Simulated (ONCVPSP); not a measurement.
## chromium (Cr): excitation energies, all-electron against ONCV

- Element: Cr
- Generator: ONCVPSP 4.0.1
- Type: optimised norm-conserving Vanderbilt (ONCV)
- Functional: PBE
- Relativity: scalar-relativistic
- Frozen core: [Ne]
- Valence charge: 14
- Reference configuration: 3s2 3p6 3d5 (charge +1)
- Partial waves: 3s: rc 1.25 bohr, ncon 5, nbas 8, qcut 11.4 1/bohr, 2 projectors, debl 3.7 Ha; 3p: rc 1.25 bohr, ncon 5, nbas 9, qcut 14 1/bohr, 2 projectors, debl 3.1 Ha; 3d: rc 2.05 bohr, ncon 5, nbas 9, qcut 8.4 1/bohr, 1 projector
- Local potential: polynomial inside 0.95 bohr (lpopt 5, dvloc0 6 Ha)
- Core correction: Teter function fitted to the true core (icmod 2), fcfact 0.2

Energies are relative to the spin-unpolarised reference configuration 3s2 3p6 3d5; without spin polarisation the order of configurations can differ from experiment.

| valence configuration | charge | ΔE all-electron (eV) | error AE − PS (meV) |
| --- | --- | --- | --- |
| 3s2 3p6 3d4 | +2 | 16.052 | +11 |
| 3s2 3p6 3d3 | +3 | 46.801 | +200 |

Question: What are ΔE and the potential's error for 3s1 3p6 3d5 4s1?

Answer: ΔE = 73.349 eV all-electron; the error (AE − PS) is -280 meV.

Question: What are ΔE and the potential's error for 3s2 3p6 3d5 4s1?

Answer: ΔE = -6.902 eV all-electron; the error (AE − PS) is +6.4 meV.

Levels in the configuration 3s2 3p6 3d5 4s1:

```tsv
level	all-electron (eV)	pseudo (eV)
3s	-73.992	-73.999
3p	-45.443	-45.455
3d	-2.913	-2.904
4s	-4.007	-4.018
```
